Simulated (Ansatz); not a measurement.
`[F][GeH2][F]` + `[OH]`• → `[F][GeH][F]`• + H₂O at 700 K and 1 bar (hydrogen abstraction from a Ge–H bond).

Calculated with Ansatz (gas phase, PBE0-D4/def2-TZVP geometries, no zero-point term in ΔE). CCSD(T)/CBS adds triple-zeta CCSD(T) − MP2 to the extrapolated MP2 energy (def2 sets, frozen cores). This one scheme is used for every species. Open shells (•) are unrestricted, without spin–orbit coupling. For Ge outer-core shells are correlated without core-valence functions, which leaves a few kJ/mol of doubt a bond. Scalar relativity is left out up to krypton.

```
       species  CCSD(T)/CBS energy (Eh)  H − E (kJ/mol)  S (J/(mol·K))
`[F][GeH2][F]`              -2276.96403            97.5          340.8
       `[OH]`•                -75.67771            42.8          208.9
`[F][GeH][F]`•              -2276.31615            68.3          342.2
           H₂O                -76.37941            80.5          218.4
```

H − E and S are ideal-gas, rigid-rotor, harmonic terms from PBE0-D4/def2-TZVP, with the whole ground term of open shells counted as degenerate. 1 Eh = 2625.50 kJ/mol, R = 8.31446 J/(mol·K).

**Question.** By hand: ΔE, ΔH, ΔS and ΔG.

**Answer.** ΔE = (-2276.31615) + (-76.37941) − (-2276.96403) − (-75.67771) = -0.05382 Eh = -141.3 kJ/mol. Δ(H − E) = 68.3 + 80.5 − 97.5 − 42.8 = 8.5, so ΔH = -132.8 kJ/mol. ΔS = 342.2 + 218.4 − 340.8 − 208.9 = 10.9 J/(mol·K). ΔG = -132.8 − 700 × (10.9)/1000 = -140.4 kJ/mol.

**Question.** By hand: the equilibrium constant, and the temperature at which ΔG would vanish if ΔH and ΔS stayed fixed.

**Answer.** log₁₀ K = −ΔG/(RT ln 10) = 10.5. ΔH and −TΔS have one sign here, so there is no such temperature.

The number of gas molecules stays the same, so ΔS is small and ΔH decides. A doubt of 5 kJ/mol in ΔE shifts log₁₀ K by 0.4 here. These are equilibria of isolated gas molecules and say nothing of rates. Largest T1 diagnostic: 0.015 (customary marks: 0.02 for closed shells, 0.045 for open ones).
